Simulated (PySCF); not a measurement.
# Shapes and spin states of AgH₃

Computed with PBE0/[Ag def2-TZVP with ECP28, H def2-TZVP], scalar-relativistic core potentials, density fitting, no spin–orbit coupling, PySCF.

Relaxations began from a few typed shapes and spin states; open shells are unrestricted. The search is not exhaustive: other isomers or separated fragments can lie lower, and high-lying points may rest on an excited occupation.

Which is the lowest minimum found?
A. singlet C2v: Ag–H 1.520 Å, Ag–H 1.642 Å (×2); H–Ag–H 83.7° (×2), H–Ag–H 167.5°
B. singlet C2v: Ag–H 1.621 Å, Ag–H 1.968 Å (×2), H–H 0.772 Å; Ag–H–H 78.7° (×2), H–Ag–H 22.6°, H–Ag–H 168.7° (×2)
C. triplet C3v: Ag–H 1.691 Å (×3); H–Ag–H 113.0° (×3)

B. The others lie at 191.1 (singlet C2v, a saddle point), 307.5 (triplet C3v) kJ/mol above it.

For the lowest minimum: stability towards spin polarisation was not tested.
